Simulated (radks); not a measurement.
Species: Re2+. Configuration: [Xe] 4f14 5d5 (the NIST ground configuration).

All-electron calculation, scalar-relativistic Kohn-Sham, PBE, spin-polarised, spherical densities, finite nucleus; open shells are filled with parallel spins first (spin-orbit coupling, left out, can overturn this in heavy ions); Fermi nuclear charge, rms radius 5.3698 fm. Program: a radial shooting solver on a logarithmic mesh with Libxc functionals.

Energy parts (Ry):
total: -33377.3128
kinetic: 36870.0049
electron-nucleus: -82522.9303
Hartree: 12935.8502
exchange-correlation: -660.2376

Orbitals (lengths in bohr, moments of r in powers of bohr; r(90%) holds 90 % of the orbital's charge):
| orbital | occ. | eigenvalue (Ry) | r(90%) | <r> | <r^4> |
|---|---|---|---|---|---|
| 1s down | 1 | -5266.382 | 0.0329 | 0.01804 | 5.459e-07 |
| 1s up | 1 | -5266.382 | 0.0329 | 0.01804 | 5.459e-07 |
| 2s up | 1 | -914.1387 | 0.118 | 0.07623 | 0.00008169 |
| 2s down | 1 | -914.1200 | 0.118 | 0.07623 | 0.00008169 |
| 2p up | 3 | -798.1072 | 0.111 | 0.06834 | 0.00006453 |
| 2p down | 3 | -798.0924 | 0.111 | 0.06834 | 0.00006453 |
| 3s up | 1 | -212.5577 | 0.289 | 0.1974 | 0.002992 |
| 3s down | 1 | -212.5524 | 0.289 | 0.1974 | 0.002992 |
| 3p up | 3 | -178.3273 | 0.296 | 0.1979 | 0.003231 |
| 3p down | 3 | -178.3211 | 0.296 | 0.1979 | 0.003231 |
| 3d up | 5 | -139.4691 | 0.278 | 0.1792 | 0.002494 |
| 3d down | 5 | -139.4567 | 0.278 | 0.1792 | 0.002494 |
| 4s up | 1 | -45.30623 | 0.632 | 0.4406 | 0.06959 |
| 4s down | 1 | -45.28969 | 0.632 | 0.4406 | 0.06959 |
| 4p up | 3 | -34.07388 | 0.681 | 0.4686 | 0.09283 |
| 4p down | 3 | -34.05869 | 0.680 | 0.4686 | 0.09274 |
| 4d up | 5 | -19.96668 | 0.749 | 0.5001 | 0.1351 |
| 4d down | 5 | -19.94874 | 0.748 | 0.4998 | 0.1345 |
| 5s up | 1 | -7.53192 | 1.49 | 1.040 | 2.171 |
| 5s down | 1 | -7.36737 | 1.48 | 1.031 | 2.093 |
| 5p up | 3 | -4.75072 | 1.77 | 1.212 | 4.227 |
| 5p down | 3 | -4.53298 | 1.75 | 1.200 | 4.079 |
| 4f up | 7 | -4.31786 | 0.961 | 0.5828 | 0.4145 |
| 4f down | 7 | -4.28173 | 0.949 | 0.5780 | 0.3888 |
| 5d up | 5 | -1.66729 | 2.71 | 1.767 | 23.37 |
| 5d down | 0 | -1.40025 | 2.78 | 1.788 | 25.70 |

The highest occupied level is 5d up at -22.685 eV. The spin density at the nucleus is -25.04 e/bohr^3 (1s -0.13, 2s -1.95, 3s 0.21, 4s 2.20, 5s -25.38). For comparison, the ionisation energy in NIST's Atomic Spectra Database is 27 eV (theoretical). In exact Kohn-Sham theory the highest level is minus the ionisation energy, but local and semilocal functionals leave it too shallow, through self-interaction and a potential that decays too fast; potentials with the right tail come closer. The electron density at the nucleus is 1.649e+06 e/bohr^3 (large components only). Summed over all electrons, <r^2> = 42.02 bohr^2, which gives a Langevin (diamagnetic) susceptibility term of -33.3 x 10^-6 cm^3/mol. The density falls to 0.001 e/bohr^3 at r = 3.67 bohr. Spin moment in Bohr magnetons: 5.
